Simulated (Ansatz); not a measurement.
Mulliken charges of C2H2Cl2Sn (`C#[C][SnH]([Cl])[Cl]`) from ωB97M-V/def2-TZVPP in Ansatz (PBE0-D4/def2-TZVP geometry).

| atom | x (Å) | y (Å) | z (Å) | charge (e) |
| --- | --- | --- | --- | --- |
| C1 | -1.668 | 1.350 | 0.386 | -0.022 |
| C2 | -0.745 | 0.592 | 0.225 | -0.535 |
| Sn3 | 0.834 | -0.704 | -0.025 | 1.003 |
| Cl4 | 0.164 | -2.366 | -1.482 | -0.312 |
| Cl5 | 2.540 | 0.448 | -1.069 | -0.312 |
| H6 | -2.485 | 2.021 | 0.525 | 0.228 |
| H7 | 1.422 | -1.409 | 1.395 | -0.049 |

Q: By hand: the dipole of these point charges (1 e Å = 4.8032 D).

A: Σ q r = (-0.208, 0.076, 0.693) e Å, of length 0.728 e Å = 3.50 D.

Q: How does the dipole of the full density compare? (Best estimate.)

A: The calculation gave: (-0.260, 0.151, 0.471) e Å, 2.68 D; the point charges give 1.31 times that, at 15° from its direction.

Point charges leave out the atoms' own dipoles, such as those of lone pairs, and Mulliken's split depends on the basis, so the two needn't agree.
